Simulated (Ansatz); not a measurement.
Job for Ansatz (a quantum-chemistry and plane-wave program): R-PBE/def2-TZVPPD on H2O (SMILES O). The basis file is the Basis Set Exchange's JSON of that set.

Ansatz 0.2 input:
```yaml
crystal:
  periodic: [false, false, false]
  atoms:
    - {symbol: O, position_ang: [-0.00000000, 0.00000000, 0.38961139]}
    - {symbol: H, position_ang: [0.00000000, 0.76498632, -0.19485569]}
    - {symbol: H, position_ang: [0.00000000, -0.76498632, -0.19485569]}
basis:
  gaussian:
    orbitals: def2-TZVPPD.json
hamiltonian:
  xc: {name: PBE}
scf: {lower_state_search: off}
```

Q: Give the final energy of this run.

A: -76.3836 hartree.
